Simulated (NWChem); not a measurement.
System: CH₂AlNO; SMILES [N]([AlH2])=C=O

Input file for NWChem:

```
start job
memory heap 200 mb stack 900 mb global 1100 mb
geometry units angstroms noautoz
  Al    -0.000009    -1.744092     0.000000
  H      0.000360    -2.475401     1.411252
  H      0.000360    -2.475401    -1.411252
  N     -0.001644     0.047021     0.000000
  C     -0.000482     1.261185     0.000000
  O      0.000700     2.443400     0.000000
end
basis spherical
  * library 6-31+g*
end
dft
  xc slater vwn_5
  iterations 150
end
tddft
  nroots 6
  notriplet
end
task tddft energy
```

The geometry was optimised at PBE-D3(BJ)/def2-SVP.

Vertical excitations in the gas phase.

Problem. Predict the main results of this run. (LDA (Slater exchange, VWN5)/6-31+G* (spherical d), full TDDFT.) Quantities: lowest excitation, singlet (eV); oscillator strength of that lowest state; lowest state with f > 0.02, singlet (eV); oscillator strength of that bright state; orbital gap (eV).

Solution. 
```json
{
 "lowest excitation, singlet (eV)": "4.40",
 "oscillator_strength_of_that_lowest_state": "0.000",
 "lowest state with f > 0.02, singlet (eV)": "5.36",
 "oscillator_strength_of_that_bright_state": "0.115",
 "orbital gap (eV)": "4.34"
}
```
